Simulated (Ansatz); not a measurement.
All values below come from frozen-core CCSD(T)/cc-pVTZ // r2SCAN-D4/def2-TZVP (Ansatz, a first-principles code).

Ansatz 0.2 input:
```yaml
crystal:
  periodic: [false, false, false]
  atoms:
    - { symbol: C, position_ang: [-0.97154, -0.094695, -0.059812] }
    - { symbol: S, position_ang: [0.433386, -0.648687, 0.943507] }
    - { symbol: S, position_ang: [2.04252, -0.275841, -0.260222] }
    - { symbol: H, position_ang: [-1.866072, -0.349976, 0.513152] }
    - { symbol: H, position_ang: [-0.939862, 0.983154, -0.216017] }
    - { symbol: H, position_ang: [-0.992175, -0.617756, -1.014796] }
    - { symbol: H, position_ang: [2.293744, 1.003802, 0.094191] }
basis:
  gaussian: { orbitals: cc-pVTZ }
correlation:
  method: ccsd_t
```

Output:

```
Functional definition: HF
866 factors; integrals over basis functions are off by at most 1.1e-3 eV
mean field evaluation 1: about -22728.2458 eV, gradient 2.0e1 eV
mean field evaluation 2: about -22728.4712 eV, gradient 2.1e1 eV
mean field evaluation 4: about -22729.8648 eV, gradient 2.7e0 eV
mean field evaluation 8: about -22729.8972 eV, gradient 1.5e-1 eV
mean field evaluation 16: about -22729.4378 eV, gradient 7.7e0 eV
mean field -22729.89738334 eV, -835.3083219598 hartree, gradient 2.0e-6 eV, S^2 0.000000; 0 other end points of the search recorded, 0 dependent functions left out
11 core orbitals not correlated
reference -22729.89738334 eV, -835.3083219598 hartree; 10, 10 occupied and 133, 133 virtual orbitals, 866 factors
second order -14.48330937 eV of doubles, -0.00000000 eV of singles
cycle   1  -15.24193458 eV  change   -7.6e-1 eV  update   8.2e-2
cycle   2  -15.64293705 eV  change   -4.0e-1 eV  update   2.4e-2
cycle   3  -15.70098361 eV  change   -5.8e-2 eV  update   1.0e-2
cycle   4  -15.69736907 eV  change    3.6e-3 eV  update   2.6e-3
cycle   5  -15.69705438 eV  change    3.1e-4 eV  update   1.2e-3
cycle   6  -15.69693575 eV  change    1.2e-4 eV  update   4.3e-4
cycle   7  -15.69686126 eV  change    7.4e-5 eV  update   1.5e-4
cycle   8  -15.69688934 eV  change   -2.8e-5 eV  update   4.9e-5
cycle   9  -15.69688928 eV  change    5.3e-8 eV  update   1.6e-5
perturbative correction -0.70126207 eV, -0.0257709056 hartree
Total energy: -22746.29553469 eV, -835.9109429069 hartree
```

Cost: very roughly 40 core-seconds.
